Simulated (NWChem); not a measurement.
# CH₃FGe, singlet; SMILES [CH3][Ge][F]

```xyz
6

Ge     0.4443     0.0687     0.0000
F     -0.8508     1.2675     0.0000
C     -0.7681    -1.5016     0.0000
H     -0.2293    -2.4610     0.0000
H     -1.4244    -1.4514    -0.8862
H     -1.4244    -1.4514     0.8862
```
Atoms are numbered in this order, from 1.

Computed with NWChem. Pople sets run with spherical d functions. Low-valent species are run as closed-shell singlets; no triplet was tried in these runs. Geometry: optimised at PBE0/def2-SVP. GIAO values for the isolated, static molecule; σ is the absolute isotropic shielding, δ = σ(reference) − σ with the isolated reference molecule computed at the same levels (13C: tetramethylsilane, 19F: trichlorofluoromethane, 1H: tetramethylsilane).

**Question.** Predict the results for B3LYP/6-311G**. Quantities: σ Ge1 (ppm); δ F2 (ppm); δ C3 (ppm); δ H4 (rotor mean) (ppm).

**Answer.** 
```json
{
  "σ Ge1 (ppm)": "207.1",
  "δ F2 (ppm)": "148.3",
  "δ C3 (ppm)": "43.7",
  "δ H4 (rotor mean) (ppm)": "1.02"
}
```
